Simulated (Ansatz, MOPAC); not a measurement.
Spectroscopic constants of SiCl-, multiplicity 3 (lowest of 2S+1 = 1, 3, 5 at CCSD(T)/def2-TZVPP on PBE0 minima; our sources give no spin for the ground state, which may be another).

Seven points along R, fitted to fifth degree in 1/R; most abundant isotopes. In def2 and cc sets the state is the lowest found near the PBE0 minimum, followed along R.

Run with Ansatz (a quantum-chemistry and plane-wave program); MOPAC for PM6 (differences of heats of formation). Values without a source in brackets are computed.

```csv
level,r_e (Å),ω_e (cm⁻¹),B_e (cm⁻¹),α_e (cm⁻¹)
PM6,2.274,370,0.210,0.0010
SVWN5/def2-TZVPP,2.218,383,0.220,0.0018
PBE/def2-TZVPP,2.260,358,0.212,0.0018
r2SCAN/def2-TZVPP,2.243,368,0.216,0.0019
B97M-V/def2-TZVPP,2.238,368,0.217,0.0020
B3LYP/def2-TZVPP,2.275,343,0.209,0.0019
PBE0/def2-TZVPP,2.241,371,0.216,0.0019
BHLYP/def2-TZVPP,2.258,354,0.213,0.0020
CAM-B3LYP/def2-TZVPP,2.256,356,0.213,0.0019
wB97X-V/def2-TZVPP,2.244,370,0.215,0.0019
wB97M-V/def2-TZVPP,2.256,358,0.213,0.0019
B2PLYP/def2-TZVPP,2.262,354,0.212,0.0019
CCSD/aug-cc-pV(T+d)Z,2.255,361,0.213,0.0019
CCSD/def2-TZVPP,2.259,362,0.212,0.0019
CCSD/aug-cc-pV(Q+d)Z,2.241,365,0.216,0.0019
CCSD/def2-QZVPP,2.246,366,0.215,0.0019
CCSD(T)/aug-cc-pV(T+d)Z,2.256,361,0.213,0.0019
CCSD(T)/def2-TZVPP,2.259,364,0.213,0.0018
CCSD(T)/aug-cc-pV(Q+d)Z,2.242,366,0.216,0.0019
CCSD(T)/def2-QZVPP,2.246,367,0.215,0.0019
"CCSD(T)/CBS(aug-cc-pV(T+d)Z, aug-cc-pV(Q+d)Z)",2.235,369,0.217,0.0019
"CCSD(T)/CBS(def2-TZVPP, def2-QZVPP)",2.242,367,0.216,0.0019
```

Correlated levels freeze the cores. CBS: X⁻³ extrapolation of the correlation energy, Hartree–Fock from the larger set. The state that PM6 reach isn't checked.
